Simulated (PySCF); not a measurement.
```xyz
6

F     -1.0267    -0.2467     1.5330
Ge    -0.4511    -0.0103    -0.0850
F     -1.5292    -0.8566    -1.1412
F     -0.6572     1.6864    -0.3744
S      1.5899    -0.7261    -0.4230
H      2.0742     0.1533     0.4906
```

Charge 0, multiplicity 1.

Task: Give the Mulliken and meta-Löwdin atomic charges from PBE-D3(BJ)/def2-TZVP in PySCF.

Result: 
```csv
atom,Mulliken (e),meta-Löwdin (e)
F1,-0.30,-0.45
Ge2,0.98,1.43
F3,-0.30,-0.45
F4,-0.30,-0.45
S5,-0.27,-0.21
H6,0.19,0.14
```
